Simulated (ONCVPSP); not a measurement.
Ranking ONCV potentials for bromine (Br)

All share these settings but for the change named:

Br, optimised norm-conserving Vanderbilt (ONCV), made with ONCVPSP 4.0.1 (PBE, scalar-relativistic). Core [Ne], reference 3s2 3p6 3d10 4s2 4p3.5 (charge +1.5). Waves: 3s+4s: rc 0.90 bohr, ncon 4, nbas 7, qcut 12 1/bohr, 2 projectors; 3p+4p: rc 1.10 bohr, ncon 3, nbas 7, qcut 10.1 1/bohr, 2 projectors; 3d: rc 1.10 bohr, ncon 4, nbas 8, qcut 13.5 1/bohr, 3 projectors, debl 3.5 Ha. Local part: polynomial inside 0.65 bohr (lpopt 5, dvloc0 4 Ha). Core correction: none.

Test errors are all-electron minus pseudo excitation energies from the reference, over 3s2 3p6 3d10 4s2 4p5; 3s2 3p6 3d10 4s2 4p4; 3s2 3p6 3d10 4s2 4p3; 3s2 3p6 3d10 4s2 4p2. None of these files shows a bound ghost.

The base gives 8.4 meV.

Of 5 variants that were run, those that failed, showed a ghost or another fault, or gave nearly equal values are left out.

(1) Rank these variants by their largest absolute test error, smallest first.
A. all radii scaled by about 0.91 (s 0.82, p 1.00, d 1.00 bohr); local potential polynomial inside 0.58 bohr (lpopt 5, dvloc0 4 Ha)
B. all radii scaled by about 1.22 (s 1.10, p 1.34, d 1.34 bohr); local potential polynomial inside 0.80 bohr (lpopt 5, dvloc0 4 Ha)
C. all radii scaled by about 1.33 (s 1.20, p 1.46, d 1.46 bohr); local potential polynomial inside 0.86 bohr (lpopt 5, dvloc0 4 Ha)
D. all radii scaled by about 1.11 (s 1.00, p 1.22, d 1.22 bohr); local potential polynomial inside 0.72 bohr (lpopt 5, dvloc0 4 Ha)

Answers

(1) A (6.3 meV), D (9.8 meV), B (11.5 meV), C (13.2 meV).
